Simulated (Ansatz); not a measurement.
Steps of a relaxation of F₃H₃OSi₂, SMILES `F[Si](F)(F)O[SiH3]` with RKS PBE-D4/def2-SVP.

```sh
$ ansatz run in.yaml --threads 4 --pin off --events-out ev --progress --plain --max-ram 10444MiB
```

```yaml
crystal:
  periodic: [false, false, false]
  atoms:
    - {symbol: F, position_ang: [2.363600, -1.711200, -0.207600]}
    - {symbol: Si, position_ang: [1.097200, -0.757800, -0.724200]}
    - {symbol: F, position_ang: [1.637500, 0.507800, -1.540100]}
    - {symbol: F, position_ang: [0.216800, -1.600800, -1.679500]}
    - {symbol: O, position_ang: [0.245600, -0.235600, 0.558800]}
    - {symbol: Si, position_ang: [-1.084300, 0.727600, 0.822900]}
    - {symbol: H, position_ang: [-2.230900, 0.113400, 0.152000]}
    - {symbol: H, position_ang: [-0.805200, 2.088500, 0.280100]}
    - {symbol: H, position_ang: [-1.351900, 0.821900, 2.320500]}
basis:
  gaussian: {orbitals: def2-SVP}
hamiltonian: {xc: pbe, dispersion: d4}
relax: {f_tol: 0.03, max_steps: 200}
```

Positions (Å) and forces (eV/Å) along the path, 6 of 6 steps:

```xyz
9
step=1 energy=-25977.6397 eV
F     2.364   -1.711   -0.208   -1.350    1.152   -0.604
Si    1.097   -0.758   -0.724    2.518    0.073    2.282
F     1.637    0.508   -1.540    0.354    0.232   -0.251
F     0.217   -1.601   -1.679   -1.413   -1.473   -1.624
O     0.246   -0.236    0.559    0.630   -0.504    0.076
Si   -1.084    0.728    0.823   -0.240    0.636    0.939
H    -2.231    0.113    0.152   -0.612   -0.223   -0.332
H    -0.805    2.088    0.280   -0.029    0.184   -0.080
H    -1.352    0.822    2.321    0.142   -0.077   -0.405
9
step=2 energy=-25977.7725 eV
F     2.354   -1.690   -0.202   -0.796    0.680   -0.370
Si    1.106   -0.762   -0.722    1.449    0.015    1.359
F     1.670    0.494   -1.548    0.196    0.106   -0.157
F     0.224   -1.629   -1.696   -0.773   -0.795   -0.893
O     0.249   -0.236    0.559    0.324   -0.288   -0.046
Si   -1.090    0.734    0.833   -0.279    0.341    0.322
H    -2.273    0.132    0.153   -0.172   -0.062   -0.088
H    -0.829    2.107    0.290   -0.004    0.042   -0.019
H    -1.324    0.804    2.317    0.055   -0.038   -0.108
9
step=3 energy=-25977.8094 eV
F     2.354   -1.677   -0.169   -0.409    0.393   -0.049
Si    1.129   -0.761   -0.712    0.700   -0.267   -0.162
F     1.730    0.435   -1.606    0.165    0.151    0.087
F     0.272   -1.653   -1.724   -0.333   -0.416   -0.291
O     0.210   -0.209    0.489   -0.047    0.072    0.446
Si   -1.128    0.756    0.854    0.077    0.028   -0.068
H    -2.326    0.162    0.182   -0.103    0.008    0.010
H    -0.861    2.135    0.326   -0.058    0.032    0.046
H    -1.292    0.766    2.343    0.008   -0.002   -0.018
9
step=4 energy=-25977.8353 eV
F     2.336   -1.651   -0.143   -0.015    0.013   -0.007
Si    1.130   -0.768   -0.737    0.022   -0.032    0.019
F     1.761    0.434   -1.605    0.006    0.010   -0.005
F     0.273   -1.693   -1.739   -0.001   -0.012   -0.015
O     0.212   -0.207    0.479   -0.013    0.029   -0.001
Si   -1.125    0.758    0.849    0.039   -0.036    0.012
H    -2.344    0.180    0.192   -0.021    0.006    0.012
H    -0.885    2.152    0.347   -0.006    0.012    0.011
H    -1.269    0.749    2.341   -0.011    0.009   -0.026
9
step=5 energy=-25977.8359 eV
F     2.333   -1.648   -0.131    0.003   -0.001    0.005
Si    1.133   -0.770   -0.742    0.011   -0.020    0.004
F     1.774    0.425   -1.612    0.007    0.017   -0.009
F     0.285   -1.703   -1.745   -0.007   -0.014   -0.018
O     0.204   -0.199    0.460   -0.003    0.018    0.009
Si   -1.129    0.761    0.850    0.022   -0.022    0.007
H    -2.355    0.188    0.202   -0.022    0.001    0.005
H    -0.896    2.159    0.358   -0.002    0.016    0.005
H    -1.260    0.741    2.342   -0.009    0.006   -0.009
9
step=6 energy=-25977.8363 eV
F     2.331   -1.646   -0.115   -0.018    0.013   -0.005
Si    1.138   -0.774   -0.750    0.004   -0.008   -0.003
F     1.790    0.413   -1.624   -0.004   -0.005    0.008
F     0.304   -1.717   -1.756    0.007    0.004    0.008
O     0.195   -0.190    0.435   -0.017    0.010    0.000
Si   -1.134    0.764    0.851    0.000    0.006    0.011
H    -2.375    0.200    0.221    0.016    0.000   -0.008
H    -0.908    2.170    0.376    0.000   -0.012   -0.006
H    -1.253    0.733    2.344    0.012   -0.008   -0.004
```

Run time 8 s (4 threads of an Arm Neoverse V1 on a shared host); peak host memory 0.15 GiB.
